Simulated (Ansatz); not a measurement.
Total energies of C3H9BSi (`C=C[SiH2]BC`).

Z-matrix (Å, degrees):
```
Si
C 1 1.865
B 1 2.019 2 114.4
H 1 1.493 2 107.9 3 -124.9
H 1 1.498 2 109.4 3 118.6
C 2 1.330 1 123.8 3 118.6
H 2 1.090 1 118.5 3 -59.9
C 3 1.551 1 124.4 2 8.8
H 3 1.202 1 117.3 2 -168.8
H 6 1.087 2 121.7 1 1.6
H 6 1.087 2 122.3 1 -178.6
H 8 1.093 3 114.8 1 150.8
H 8 1.091 3 116.4 1 19.6
H 8 1.106 3 102.6 1 -95.6
```

Total charge 0; spin multiplicity 1. Geometry: relaxed with PBE0-D4/def2-TZVP. It is one conformer, not always the lowest. Basis def2-TZVPP, Ansatz.

RPA on PBE orbitals: Hartree–Fock energy of these orbitals -432.42850 Eh, correlation -1.28948 Eh (frozen core).

```
functional  energy without D4 (Eh)  D4 term (kJ/mol)
     B3LYP              -434.12779             -42.6
 CAM-B3LYP              -434.00383             -23.1
```

(1) Give the same for LDA (SPW92), PBE, revPBE, BLYP, r2SCAN, B97M-V, PBE0, r2SCANh, r2SCAN0, HSE06 (plane-wave form), BHLYP, LC-ωPBE, ωB97X-V, ωB97M-V, B2PLYP, PBE-QIDH. (An estimate is asked.)

B3LYP takes the VWN-RPA correlation (the form of Gaussian; ORCA's B3LYP/G). HSE06 is the plane-wave form, built on full-range PBE exchange. The double hybrids freeze the cores in their second-order part.

Answers

(1) The calculation gave: 
| functional | energy without D4 (Eh) | D4 term (kJ/mol) |
| --- | --- | --- |
| LDA (SPW92) | -431.48312 | – |
| PBE | -433.71791 | -26.6 |
| revPBE | -433.98392 | -80.4 |
| BLYP | -434.00108 | -57.9 |
| r2SCAN | -433.96541 | -6.9 |
| B97M-V | -434.03271 | – |
| PBE0 | -433.77681 | -22.7 |
| r2SCANh | -433.95933 | -7.4 |
| r2SCAN0 | -433.95127 | -8.1 |
| HSE06 (plane-wave form) | -433.76039 | -21.2 |
| BHLYP | -434.00218 | -32.4 |
| LC-ωPBE | -433.89459 | – |
| ωB97X-V | -434.00398 | – |
| ωB97M-V | -433.97729 | – |
| B2PLYP | -433.82371 | – |
| PBE-QIDH | -433.66836 | – |

LC-ωPBE has ω = 0.4 bohr⁻¹.
